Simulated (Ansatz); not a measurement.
Geometry optimisation, RKS LDA/def2-SVP in Ansatz 0.2.0.

input.yaml

```yaml
crystal:
  periodic: [false, false, false]
  atoms:
    - { symbol: C, position_ang: [-1.4016, 0.6662, 1.4588] }
    - { symbol: O, position_ang: [-0.9291, -0.535, 1.8226] }
    - { symbol: Sn, position_ang: [0.7467, -0.7986, 0.8093] }
    - { symbol: Si, position_ang: [0.3528, -1.1098, -1.6405] }
    - { symbol: Si, position_ang: [1.2104, 0.7916, -1.1125] }
    - { symbol: H, position_ang: [-2.3793, 0.9107, 2.023] }
    - { symbol: H, position_ang: [-0.709, 1.533, 1.6836] }
    - { symbol: H, position_ang: [-1.6749, 0.7321, 0.3607] }
    - { symbol: H, position_ang: [1.8872, -2.0296, 1.406] }
    - { symbol: H, position_ang: [1.1887, -2.0618, -2.2837] }
    - { symbol: H, position_ang: [-1.1628, -1.0289, -1.9399] }
    - { symbol: H, position_ang: [2.648, 0.9202, -1.4406] }
    - { symbol: H, position_ang: [0.2432, 1.9752, -1.1319] }
basis:
  gaussian: { orbitals: def2-SVP }
hamiltonian:
  xc: lda
relax:
  f_tol: 0.015
  max_steps: 40
```

Command:

```bash
$ ansatz run input.yaml --threads 2 --pin off --max-ram 3072MiB --backend cpu --events-out ev --progress --plain --runs-dir out
```

**Question.** Where does it end, and by what steps?

**Answer.** The run converged. The force dipped under the threshold on the way, but the program's further checks kept it going. After 17 steps the energy has fallen by 0.860 eV; H11 moved furthest, 0.74 Å.

```json
{"step": "0", "energy less start (eV)": "0.0000", "largest force component (eV/Å)": "2.936", "accepted": "yes"}
{"step": "1", "energy less start (eV)": "-0.6545", "largest force component (eV/Å)": "0.752", "accepted": "yes"}
{"step": "2", "energy less start (eV)": "-0.7668", "largest force component (eV/Å)": "0.332", "accepted": "yes"}
{"step": "3", "energy less start (eV)": "-0.8060", "largest force component (eV/Å)": "0.263", "accepted": "yes"}
{"step": "4", "energy less start (eV)": "-0.8184", "largest force component (eV/Å)": "0.069", "accepted": "yes"}
{"step": "5", "energy less start (eV)": "-0.8305", "largest force component (eV/Å)": "0.111", "accepted": "yes"}
{"step": "6", "energy less start (eV)": "-0.8269", "largest force component (eV/Å)": "0.520", "accepted": "no"}
{"step": "7", "energy less start (eV)": "-0.8441", "largest force component (eV/Å)": "0.106", "accepted": "yes"}
{"step": "8", "energy less start (eV)": "-0.8494", "largest force component (eV/Å)": "0.217", "accepted": "yes"}
{"step": "9", "energy less start (eV)": "-0.8540", "largest force component (eV/Å)": "0.118", "accepted": "yes"}
{"step": "10", "energy less start (eV)": "-0.8564", "largest force component (eV/Å)": "0.052", "accepted": "yes"}
{"step": "11", "energy less start (eV)": "-0.8584", "largest force component (eV/Å)": "0.056", "accepted": "yes"}
{"step": "12", "energy less start (eV)": "-0.8591", "largest force component (eV/Å)": "0.030", "accepted": "yes"}
{"step": "13", "energy less start (eV)": "-0.8595", "largest force component (eV/Å)": "0.012", "accepted": "yes"}
{"step": "14", "energy less start (eV)": "-0.8596", "largest force component (eV/Å)": "0.005", "accepted": "yes"}
{"step": "15", "energy less start (eV)": "-0.8598", "largest force component (eV/Å)": "0.017", "accepted": "yes"}
{"step": "16", "energy less start (eV)": "-0.8599", "largest force component (eV/Å)": "0.017", "accepted": "yes"}
{"step": "17", "energy less start (eV)": "-0.8600", "largest force component (eV/Å)": "0.012", "accepted": "yes"}
```

```xyz
13
Properties=species:S:1:pos:R:3
C -1.456 0.753 1.581
O -0.606 -0.262 1.997
Sn 0.746 -0.965 0.711
Si 0.240 -1.158 -1.807
Si 1.394 0.748 -1.086
H -2.177 0.977 2.402
H -0.926 1.713 1.343
H -2.065 0.487 0.676
H 1.594 -2.126 1.644
H 1.205 -2.210 -2.296
H -1.008 -1.141 -2.654
H 2.687 1.295 -1.638
H 0.391 1.854 -0.858
```

Whether the end is a true minimum wasn't checked by a vibrational analysis.

Run time: 40 s on 2 threads of Arm Neoverse V1 (shared host), peak memory 0.18 GiB.
